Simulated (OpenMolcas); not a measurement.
**Lines of Te: computed and rescaled rates**

```
Program             : OpenMolcas 26.06
Method              : SS-CASPT2, IPEA 0.25 Eh, imaginary shift 0.1 Eh (closed shells correlated: 4d)
Basis               : ANO-RCC [10s9p8d5f3g]
Scalar Hamiltonian  : DKH2, point nucleus
Active space        : 6 electrons in 8 orbitals (5s 5p 6s 6p)
State averaging     : 2S+1 = 3 even, 3 roots; 2S+1 = 1 even, 6 roots; 2S+1 = 3 odd, 3 roots (0 in the spin-orbit step)
Spin-orbit coupling : state interaction with AMFI integrals over the reference wave functions, term energies averaged over their components
```

Rates come from the transition moments of the reference wave functions (E1 and E2 in the length form). At fixed line strength A goes as λ^-3 for E1 and M1 and as λ^-5 for E2, so a rate at the computed wavelength can be rescaled to the measured one. Measured vacuum wavelengths follow from level energies in NIST Handbook of Basic Atomic Spectroscopic Data. Branching counts decays inside the model space alone, at computed energies, and the table is only a selection of the E2 and M1 lines, drawn from those between levels with measured partners whose computed energy lies within a factor of 1.5 of the measured one.

```json
{"Upper": "5s2 5p4 1S0", "Lower": "5s2 5p4 3P1", "Type": "M1", "λ computed (nm)": "514.8", "λ measured (nm)": "542.1", "A computed (s-1)": "3.04e+01", "A rescaled (s-1)": "", "Branching %": "84.6"}
{"Upper": "5s2 5p4 1S0", "Lower": "5s2 5p4 1D2", "Type": "E2", "λ computed (nm)": "765.4", "λ measured (nm)": "791.1", "A computed (s-1)": "4.50e+00", "A rescaled (s-1)": "3.82e+00", "Branching %": "12.5"}
{"Upper": "5s2 5p4 1D2", "Lower": "5s2 5p4 3P2", "Type": "M1", "λ computed (nm)": "947.7", "λ measured (nm)": "947.2", "A computed (s-1)": "2.83e+00", "A rescaled (s-1)": "", "Branching %": "90.3"}
{"Upper": "5s2 5p4 3P1", "Lower": "5s2 5p4 3P2", "Type": "M1", "λ computed (nm)": "2386", "λ measured (nm)": "2105", "A computed (s-1)": "1.56e+00", "A rescaled (s-1)": "2.27e+00", "Branching %": "99.8"}
{"Upper": "5s2 5p4 1S0", "Lower": "5s2 5p4 3P2", "Type": "E2", "λ computed (nm)": "423.4", "λ measured (nm)": "431.1", "A computed (s-1)": "1.01e+00", "A rescaled (s-1)": "", "Branching %": "2.8"}
{"Upper": "5s2 5p4 1D2", "Lower": "5s2 5p4 3P1", "Type": "M1", "λ computed (nm)": "1572", "λ measured (nm)": "1722", "A computed (s-1)": "2.20e-01", "A rescaled (s-1)": "", "Branching %": "7.0"}
{"Upper": "5s2 5p4 1D2", "Lower": "5s2 5p4 3P2", "Type": "E2", "λ computed (nm)": "947.7", "λ measured (nm)": "947.2", "A computed (s-1)": "8.04e-02", "A rescaled (s-1)": "", "Branching %": "2.6"}
{"Upper": "5s2 5p4 3P0", "Lower": "5s2 5p4 3P2", "Type": "E2", "λ computed (nm)": "2227", "λ measured (nm)": "2125", "A computed (s-1)": "6.92e-03", "A rescaled (s-1)": "8.75e-03", "Branching %": "83.7"}
```

Spin-changing lines and M1 lines between different terms are not rescaled, since their strength hangs on the term gaps too.

The largest correction is for 5s2 5p4 3P1 → 5s2 5p4 3P2 (M1): 1.56e+00 × (2386 / 2105)^3 = 2.27e+00 s-1, a factor of 1.46.

The computed order of these levels differs from the measured one in 1 place, and where term gaps are wrong the rates of spin-changing lines can be off by large factors.

No measured rate stands beside these. Rescaling mends the energy factor alone: line strengths can still be far off where a level mixes with configurations outside the active space, and weak or spin-changing lines hang on small mixing coefficients that depend on the term gaps too, so rescaling need not improve them.

Term energies are means over components that CASPT2 splits; among the terms shown or strongly mixed into the levels shown the widest spread is 83 cm-1 (5s2 5p4 1D). Some high roots are left out of the spin-orbit mixing, which shifts the levels that they would mix with. Active for correlation alone: 6p 6s; no level in the range computed is led by a configuration that fills them, so any true level of that kind is missing. Computed and measured levels are paired by configuration, term and J; levels that our copy of the source lacks, or whose pairing is in doubt (as where it misses far off the trend of its configuration), stay unpaired. Only configurations of the active space appear.
